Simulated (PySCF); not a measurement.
H₄Si₂, charge +1, quartet, at the geometry of the source list (a state made from the parent by changing its charge; the spin is typed, not shown lowest); PySCF with DF-B3LYP/def2-TZVP.

Input for PySCF:
```python
from pyscf import gto, scf, dft

mol = gto.M(
    atom='''
Si   -0.554000   -0.010100   -0.006400
Si    1.558900    0.868100   -0.099500
H    -0.939700   -0.994000   -1.032000
H    -1.486100    1.113200   -0.207300
H    -0.989500   -0.627000    1.257500
H     2.410400   -0.350100    0.087700
''',
    basis='def2-tzvp',
    charge=1,
    spin=3,
    verbose=4,
)

mf = dft.UKS(mol)
mf.xc = 'b3lyp'
mf = mf.density_fit(auxbasis='def2-universal-jkfit')
mf.kernel()
```

Problem. Write the output that PySCF gives for this input, abridged.

Solution. 
```
PySCF version 2.14.0

[INPUT] verbose = 4
[INPUT] num. atoms = 6
[INPUT] num. electrons = 31
[INPUT] charge = 1
[INPUT] spin (= nelec alpha-beta = 2S) = 3
[INPUT] symmetry False subgroup None
[INPUT] Mole.unit = angstrom
[INPUT] Symbol           X                Y                Z      unit          X                Y                Z       unit  Magmom
[INPUT]  1 Si    -0.554000000000  -0.010100000000  -0.006400000000 AA   -1.046908273009  -0.019086233858  -0.012094247197 Bohr   0.0
[INPUT]  2 Si     1.558900000000   0.868100000000  -0.099500000000 AA    2.945894055584   1.640471248735  -0.188027749394 Bohr   0.0
[INPUT]  3 H     -0.939700000000  -0.994000000000  -1.032000000000 AA   -1.775775639254  -1.878387767818  -1.950197360551 Bohr   0.0
[INPUT]  4 H     -1.486100000000   1.113200000000  -0.207300000000 AA   -2.808321993716   2.103643121866  -0.391740225622 Bohr   0.0
[INPUT]  5 H     -0.989500000000  -0.627000000000   1.257500000000 AA   -1.869884000257  -1.184858280102   2.376330601641 Bohr   0.0
[INPUT]  6 H      2.410400000000  -0.350100000000   0.087700000000 AA    4.554995850652  -0.661593116210   0.165728981124 Bohr   0.0

nuclear repulsion = 75.8928293388156
number of shells = 42
number of NR pGTOs = 158
number of NR cGTOs = 98
basis = def2-tzvp
ecp = {}

******** <class 'pyscf.df.df_jk.DFUKS'> ********
method = DFUKS
initial guess = minao
damping factor = 0
level_shift factor = 0
DIIS = <class 'pyscf.scf.diis.CDIIS'>
diis_start_cycle = 1
diis_space = 8
diis_damp = 0
SCF conv_tol = 1e-09
SCF conv_tol_grad = None
SCF max_cycles = 50
direct_scf = False
number electrons alpha = 17  beta = 14
XC library pyscf.dft.libxc version 7.1.2
    S. Lehtola, C. Steigemann, M. J. T. Oliveira, and M. A. L. Marques,  SoftwareX 7, 1–5 (2018)
XC functionals = b3lyp
    P. J. Stephens, F. J. Devlin, C. F. Chabalowski, and M. J. Frisch,  J. Phys. Chem. 98, 11623 (1994)
radial grids:
    Treutler-Ahlrichs [JCP 102, 346 (1995); DOI:10.1063/1.469408] (M4) radial grids

becke partition: Becke, JCP 88, 2547 (1988); DOI:10.1063/1.454033
pruning grids: <function nwchem_prune>
grids dens level: 3
symmetrized grids: False
atomic radii adjust function: <function treutler_atomic_radii_adjust>
small_rho_cutoff = 0
Set gradient conv threshold to 3.16228e-05
tot grids = 77592
******** <class 'pyscf.df.df.DF'> ********
auxbasis = def2-universal-jkfit
init E= -581.191343444135

cycle= 1 E= -580.89926082156  delta_E= 0.292  |g|= 0.225  |ddm|= 1.29

cycle= 2 E= -580.892810039244  delta_E= 0.00645  |g|= 0.247  |ddm|= 0.64

cycle= 3 E= -580.942631487666  delta_E= -0.0498  |g|= 0.0607  |ddm|= 0.328

cycle= 4 E= -580.945840352914  delta_E= -0.00321  |g|= 0.0185  |ddm|= 0.0798

cycle= 5 E= -580.946139196834  delta_E= -0.000299  |g|= 0.0072  |ddm|= 0.0278

cycle= 6 E= -580.946193781518  delta_E= -5.46e-05  |g|= 0.00218  |ddm|= 0.0101

cycle= 7 E= -580.946199255165  delta_E= -5.47e-06  |g|= 0.000725  |ddm|= 0.00346

cycle= 8 E= -580.946200317473  delta_E= -1.06e-06  |g|= 0.000346  |ddm|= 0.00156

cycle= 9 E= -580.94620056275  delta_E= -2.45e-07  |g|= 0.000187  |ddm|= 0.000735

cycle= 10 E= -580.946200645758  delta_E= -8.3e-08  |g|= 9.58e-05  |ddm|= 0.000508

cycle= 11 E= -580.946200664556  delta_E= -1.88e-08  |g|= 2.09e-05  |ddm|= 0.000277

cycle= 12 E= -580.946200665519  delta_E= -9.62e-10  |g|= 1.16e-05  |ddm|= 5.49e-05

Extra cycle  E= -580.946200665657  delta_E= -1.38e-10  |g|= 9.97e-06  |ddm|= 2.82e-05
converged SCF energy = -580.946200665657  <S^2> = 3.7567355  2S+1 = 4.0033663
```
